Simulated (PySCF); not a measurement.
Computed shifts of a molecule CH7Cl2NSi2, PBE0/pcSseg-1 run with PySCF, GIAO, gas phase, equivalent atoms averaged, in ppm (number of nuclei): ¹³C: 36.7 (1). ¹⁵N: 50.5 (1). ²⁹Si: -6.7 (1), -29.6 (1). ¹H: 5.87 (1), 5.67 (1), 5.45 (1), 3.34 (3), 1.84 (1). References: ¹³C against TMS (σ = 186.3 ppm); ¹⁵N against NH3 (σ = 267.4 ppm); ²⁹Si against TMS (σ = 352.7 ppm); ³⁵Cl against HCl (σ = 945.9 ppm); ¹H against TMS (σ = 31.56 ppm), references at their B3LYP-D3(BJ)/def2-TZVP geometries, non-relativistic (without spin–orbit terms, shifts of atoms bonded to Cl or Br come out too high). Geometry optimised at PBE-D3(BJ)/def2-SVP. The values are those of a single conformer.

Problem. Which structure fits?
(A) NC[SiH2][SiH](Cl)Cl
(B) CN[Si@H](Cl)[SiH2]Cl
(C) C[Si](Cl)(Cl)N[SiH3]
(D) CN([SiH2]Cl)[SiH2]Cl

Solution. B, CN[Si@H](Cl)[SiH2]Cl
